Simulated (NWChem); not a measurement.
All runs are NWChem calculations. System: H₄AsSi, charge 0, spin multiplicity 2, at a geometry optimised with UPBE0/def2-SVP. The structure started from a generated list of species. Its SCF solution wasn't tested for a lower state. Level: UMP2/3-21G, 14 core orbitals frozen.

The NWChem input:

```
start mol
memory heap 200 mb stack 900 mb global 1100 mb
geometry units angstroms nocenter noautoz noautosym
  Si    -1.441538    -0.564650     0.044795
  As     0.745509     0.340537    -0.025764
  H     -1.648913    -1.354973     1.298502
  H     -2.432895     0.552271     0.008146
  H     -1.680566    -1.461880    -1.128911
  H      1.342111    -1.068030     0.045358
end
basis spherical
  * library 3-21g
end
scf
  uhf
  nopen 1
  maxiter 100
  thresh 1e-7
  semidirect memsize 60000000 filesize 0
  # guess.movecs holds the orbitals of an unrestricted PBE0 run
  vectors input guess.movecs output mol.movecs
end
mp2
  freeze core 14
end
task mp2 energy
```

Output (cleaned and shortened):

```
             Northwest Computational Chemistry Package (NWChem) 7.3.0
             --------------------------------------------------------

                                NWChem Input Module
                                -------------------

 Scaling coordinates for geometry "geometry" by  1.889725989
 (inverse scale =  0.529177249)

                             Geometry "geometry" -> ""
                             -------------------------

 Output coordinates in angstroms (scale by  1.889725989 to convert to a.u.)

  No.       Tag          Charge          X              Y              Z
 ---- ---------------- ---------- -------------- -------------- --------------
    1 Si                  14.0000    -1.44153800    -0.56465000     0.04479500
    2 As                  33.0000     0.74550900     0.34053700    -0.02576400
    3 H                    1.0000    -1.64891300    -1.35497300     1.29850200
    4 H                    1.0000    -2.43289500     0.55227100     0.00814600
    5 H                    1.0000    -1.68056600    -1.46188000    -1.12891100
    6 H                    1.0000     1.34211100    -1.06803000     0.04535800

 Effective nuclear repulsion energy (a.u.)     149.5656865938

            Nuclear Dipole moment (a.u.)
            ----------------------------
        X                 Y               Z
 ---------------- ---------------- ----------------
     0.0000037795     0.0000170075     0.0000245664


 Summary of "ao basis" -> "" (spherical)
 ------------------------------------------------------------------------------
       Tag                 Description            Shells   Functions and Types
 ---------------- ------------------------------  ------  ---------------------
 *                           3-21g                    on all atoms

 Summary of "ao basis" -> "ao basis" (spherical)
 ------------------------------------------------------------------------------
       Tag                 Description            Shells   Functions and Types
 ---------------- ------------------------------  ------  ---------------------
 Si                          3-21g                   7       13   4s3p
 As                          3-21g                  10       22   5s4p1d
 H                           3-21g                   2        2   2s

                                 NWChem SCF Module
                                 -----------------

  ao basis        = "ao basis"
  functions       =    43
  atoms           =     6
  alpha electrons =    26
  beta  electrons =    25
  charge          =   0.00
  wavefunction    = UHF
  use symmetry    = F
  symmetry adapt  = F

 Summary of "ao basis" -> "ao basis" (spherical)
 ------------------------------------------------------------------------------
       Tag                 Description            Shells   Functions and Types
 ---------------- ------------------------------  ------  ---------------------
 Si                          3-21g                   7       13   4s3p
 As                          3-21g                  10       22   5s4p1d
 H                           3-21g                   2        2   2s

 Forming initial guess at       0.0s

 Starting SCF solution at       0.0s

 ----------------------------------------------
         Quadratically convergent UHF

 Convergence threshold     :          1.000E-07
 Maximum no. of iterations :          100
 Integral*density screening:          1.000E-09
 ----------------------------------------------

              iter       energy          gnorm     gmax       time
             ----- ------------------- --------- --------- --------
                 1    -2513.0998773930  3.38D-01  6.62D-02      0.1
                 2    -2513.1102946276  1.01D-02  3.03D-03      0.1
                 3    -2513.1103592998  1.00D-04  2.56D-05      0.1
                 4    -2513.1103593087  6.10D-09  1.43D-09      0.2

       Final UHF  results
       ------------------

         Total SCF energy =  -2513.110359308706
      One electron energy =  -3804.336080835048
      Two electron energy =   1141.660034932581
 Nuclear repulsion energy =    149.565686593761

                       Sz =      0.5000
                 Sz(Sz+1) =      0.7500
                      S^2 =      0.7590

        Time for solution =      0.2s

          Final alpha eigenvalues
          -----------------------

              1
    1 -429.4661
    2  -68.2989
    3  -55.9625
    4  -49.7090
    5  -49.7059
    6  -49.7055
    7   -7.9705
    8   -6.1155
    9   -5.7994
   10   -5.7935
   11   -5.7906
   12   -4.2107
   13   -4.2107
   14   -4.2105
   15   -2.0205
   16   -2.0201
   17   -2.0172
   18   -2.0167
   19   -2.0152
   20   -0.8471
   21   -0.7055
   22   -0.5035
   23   -0.4988
   24   -0.4494
   25   -0.3783
   26   -0.3519
   27    0.1237
   28    0.1665
   29    0.1893
   30    0.1904
   31    0.2642
   32    0.4441
   33    0.4783
   34    0.4795
   35    0.5420
   36    0.5765

          Final beta eigenvalues
          ----------------------

              1
    1 -429.4631
    2  -68.2998
    3  -55.9605
    4  -49.7043
    5  -49.7041
    6  -49.7009
    7   -7.9644
    8   -6.1169
    9   -5.7901
   10   -5.7877
   11   -5.7819
   12   -4.2132
   13   -4.2116
   14   -4.2115
   15   -2.0155
   16   -2.0150
   17   -2.0145
   18   -2.0119
   19   -2.0118
   20   -0.7959
   21   -0.6855
   22   -0.4979
   23   -0.4878
   24   -0.4408
   25   -0.3556
   26    0.0163
   27    0.1331
   28    0.1777
   29    0.1946
   30    0.2070
   31    0.2680
   32    0.4454
   33    0.4779
   34    0.4780
   35    0.5475
[...]
              MO Center=  1.7D-03, -9.9D-02,  8.3D-03, r^2= 3.6D+00
   Bfn.  Coefficient  Atom+Function         Bfn.  Coefficient  Atom+Function
  ----- ------------  ---------------      ----- ------------  ---------------
    43      0.412423  6 H  s                 39      0.285583  4 H  s
    27     -0.269174  2 As s                 24      0.234140  2 As px
     7     -0.225918  1 Si px                42      0.211957  6 H  s
    25     -0.205444  2 As py

 Vector   25  Occ=1.000000D+00  E=-3.556184D-01
              MO Center=  3.4D-01,  2.4D-01, -1.6D-02, r^2= 3.4D+00
   Bfn.  Coefficient  Atom+Function         Bfn.  Coefficient  Atom+Function
  ----- ------------  ---------------      ----- ------------  ---------------
    27      0.363579  2 As s                 29      0.290457  2 As py
    25      0.266417  2 As py                24      0.251624  2 As px
     7     -0.244554  1 Si px                28      0.227006  2 As px
    11     -0.184250  1 Si px                23      0.176537  2 As s
    21     -0.161679  2 As py

 Vector   26  Occ=0.000000D+00  E= 1.627151D-02
              MO Center=  5.1D-01,  2.3D-01, -1.8D-02, r^2= 3.0D+00
   Bfn.  Coefficient  Atom+Function         Bfn.  Coefficient  Atom+Function
  ----- ------------  ---------------      ----- ------------  ---------------
    30      0.683167  2 As pz                26      0.310091  2 As pz
    41      0.285053  5 H  s                 37     -0.281703  3 H  s
    13      0.277724  1 Si pz                22     -0.225780  2 As pz

 Vector   27  Occ=0.000000D+00  E= 1.330658D-01
              MO Center= -5.4D-01, -2.5D-01,  1.9D-02, r^2= 5.9D+00
   Bfn.  Coefficient  Atom+Function         Bfn.  Coefficient  Atom+Function
  ----- ------------  ---------------      ----- ------------  ---------------
    11      1.264026  1 Si px                28      1.133055  2 As px
    27     -0.876008  2 As s                 10      0.764369  1 Si s
    12      0.342694  1 Si py                29      0.271092  2 As py
    39      0.209814  4 H  s                 24      0.205182  2 As px
     7      0.180057  1 Si px                43     -0.158277  6 H  s

 Vector   28  Occ=0.000000D+00  E= 1.777300D-01
              MO Center= -2.2D-01, -2.9D-01,  1.2D-02, r^2= 5.0D+00
   Bfn.  Coefficient  Atom+Function         Bfn.  Coefficient  Atom+Function
  ----- ------------  ---------------      ----- ------------  ---------------
    43      1.111062  6 H  s                 12      0.974003  1 Si py
    27     -0.946010  2 As s                 29      0.787590  2 As py
    39     -0.606020  4 H  s                 37      0.500760  3 H  s
    41      0.467989  5 H  s                 11      0.229000  1 Si px
    10      0.208254  1 Si s

 center of mass
 --------------
 x =   0.19563666 y =   0.11235720 z =  -0.00799177

 moments of inertia (a.u.)
 ------------------
          92.066076007820        -153.782880351929          12.153176447207
        -153.782880351929         410.987226132067           5.329185918021
          12.153176447207           5.329185918021         480.985469676329

  Mulliken analysis of the total density
  --------------------------------------

    Atom       Charge   Shell Charges
 -----------   ------   -------------------------------------------------------
    1 Si  14    13.48   2.00  1.97  5.87  0.68  1.63  0.62  0.70
    2 As  33    32.94   2.00  2.00  5.99  2.00  5.95  0.79  1.58  1.14  1.50  9.99
    3 H    1     1.15   0.42  0.73
    4 H    1     1.16   0.42  0.74
    5 H    1     1.15   0.42  0.73
    6 H    1     1.12   0.41  0.71

  Mulliken analysis of the alpha density
  --------------------------------------

    Atom       Charge   Shell Charges
 -----------   ------   -------------------------------------------------------
    1 Si  14     6.67   1.00  0.99  2.94  0.33  0.78  0.30  0.33
    2 As  33    17.05   1.00  1.00  3.00  1.00  2.98  0.38  1.02  0.63  1.05  5.00
    3 H    1     0.59   0.21  0.38
    4 H    1     0.58   0.21  0.37
    5 H    1     0.59   0.21  0.38
    6 H    1     0.52   0.19  0.33

   Mulliken analysis of the beta density
   -------------------------------------

    Atom       Charge   Shell Charges
 -----------   ------   -------------------------------------------------------
    1 Si  14     6.81   1.00  0.99  2.94  0.35  0.84  0.32  0.37
    2 As  33    15.89   1.00  1.00  3.00  1.00  2.97  0.41  0.56  0.52  0.45  5.00
    3 H    1     0.56   0.20  0.36
    4 H    1     0.58   0.21  0.37
    5 H    1     0.56   0.20  0.35
    6 H    1     0.61   0.22  0.39

   Mulliken analysis of the spin density
   -------------------------------------

    Atom       Charge   Shell Charges
 -----------   ------   -------------------------------------------------------
    1 Si  14    -0.14  -0.00 -0.00 -0.00 -0.01 -0.06 -0.03 -0.05
    2 As  33     1.16   0.00 -0.00  0.00  0.00  0.01 -0.03  0.47  0.11  0.60 -0.00
    3 H    1     0.03   0.01  0.02
    4 H    1     0.00   0.00  0.00
    5 H    1     0.03   0.01  0.02
    6 H    1    -0.09  -0.02 -0.06

       Multipole analysis of the density wrt the origin
       ------------------------------------------------

     L   x y z        total         alpha         beta         nuclear
     -   - - -        -----         -----         ----         -------
     0   0 0 0     -0.000000    -26.000000    -25.000000     51.000000

     1   1 0 0     -0.103918     -0.784021      0.680098      0.000004
     1   0 1 0     -0.214728     -0.467405      0.252660      0.000017
     1   0 0 1      0.013018      0.034039     -0.021046      0.000025

     2   2 0 0    -27.697486   -123.876494   -120.573035    216.752043
     2   1 1 0     -0.930729    -39.861695    -38.515814     77.446780
     2   1 0 1      0.061754      3.164214      3.113773     -6.216233
     2   0 2 0    -27.737846    -39.281901    -37.412419     48.956473
     2   0 1 1      0.076142      1.388464      1.532692     -2.845014
     2   0 0 2    -26.511329    -20.972164    -16.297597     10.758432

                   NWChem MP2 Semi-direct Energy/Gradient Module
                   ---------------------------------------------

  Basis functions       =     43
  Molecular orbitals    =     43
  Frozen core           =     14
  Frozen virtuals       =      0
  Active alpha occupied =     12
  Active beta occupied  =     11
  Active alpha virtual  =     17
  Active beta virtual   =     18
  Use MO symmetry       = F
  Use skeleton AO sym   = F

  AO/Fock/Back tols     =   1.0D-09  1.0D-09  1.0D-09

 GA uses MA = F    GA memory limited = T

 Available:
  local mem=  1.26D+08
 global mem=  1.44D+08
 local disk=  0.00D+00
  mp2_memr nvloc                    17
  nvloc new                    17
   1 passes of  12:        2097152                       8973                    623995.
   1 passes of  12: M    126154129           G      144175502           F     124056977.

 Semi-direct pass number   1 of   1  for UHF alpha       at        0.2s
  vrange nnbf                   895
  mp2_eaftype                    10  avail_ma_in_mb                  1099
 EAF : mp2_eaftype filesize          10     311998.
  mp2_eaf for mointskh                     10
Node 0 wrote      1.5 Mb in      0.0 s     Agg I/O rate:  2205.5 Mb/s
 Done moints_semi at        0.4s
  mp2_eaftype                    10  avail_ma_in_mb                  1089
 EAF : mp2_eaftype filesize          10     311998.
  mp2_eaf for kh                    10
 Done maket at        0.4s
 Done multipass loop at        0.4s

 GA uses MA = F    GA memory limited = T

 Available:
  local mem=  1.26D+08
 global mem=  1.44D+08
 local disk=  0.00D+00
  mp2_memr nvloc                    18
  nvloc new                    18
   1 passes of  11:        2097152                       8820                    605737.
   1 passes of  11: M    126154129           G      144175502           F     124056977.

 Semi-direct pass number   1 of   1  for UHF beta        at        0.4s
  vrange nnbf                   895
  mp2_eaftype                    10  avail_ma_in_mb                  1099
 EAF : mp2_eaftype filesize          10     302869.
  mp2_eaf for mointskh                     10
Node 0 wrote      1.4 Mb in      0.0 s     Agg I/O rate:  2217.7 Mb/s
 Done moints_semi at        0.6s
  mp2_eaftype                    10  avail_ma_in_mb                  1089
 EAF : mp2_eaftype filesize          10     302869.
  mp2_eaf for kh                    10
 Done maket at        0.6s
 Done multipass loop at        0.6s

          -------------------------------------------
          SCF energy               -2513.110359308706
          Correlation energy          -0.099806465915
          Singlet pairs                0.000000000000
          Triplet pairs                0.000000000000
          Total MP2 energy         -2513.210165774621
          -------------------------------------------

          ---------------------------------------------------
                    Spin Component Scaled (SCS) MP2
          Same spin pairs                     -0.012517845497
          Same spin scaling factor             0.333333333333
          Opposite spin pairs                 -0.087288620418
          Opposite spin scaling fact.          1.200000000000
          SCS-MP2 correlation energy          -0.108918959667
          Total SCS-MP2 energy             -2513.219278268374
          ---------------------------------------------------

 -----------------------
 Performance information
 -----------------------

 Timer overhead =  9.64D-08 seconds/call

               Nr. of calls         CPU time (s)                 Wall time (s)                GFlops
             ---------------    -------------------     ------------------------------   -------------------
Name         Min   Avg   Max    Min     Avg     Max     Min     Avg     Max   Mx/calls   Min     Max     Sum
mp2: moin     2     2     2   0.40    0.40    0.40     0.40    0.40    0.40    0.20      0.0     0.0     0.0
mp2: make     2     2     2   1.03E-2 1.03E-2 1.03E-2  1.03E-2 1.03E-2 1.03E-2 5.16E-3   0.0     0.0     0.0
mp2: tota     1     1     1   0.43    0.43    0.43     0.43    0.43    0.43    0.43      0.0     0.0     0.0

 The average no. of pstat calls per process was 5.00D+00
 with a timing overhead of 4.82D-07s

 Task  times  cpu:        0.6s     wall:        0.6s

 Total times  cpu:        0.6s     wall:        0.6s
```
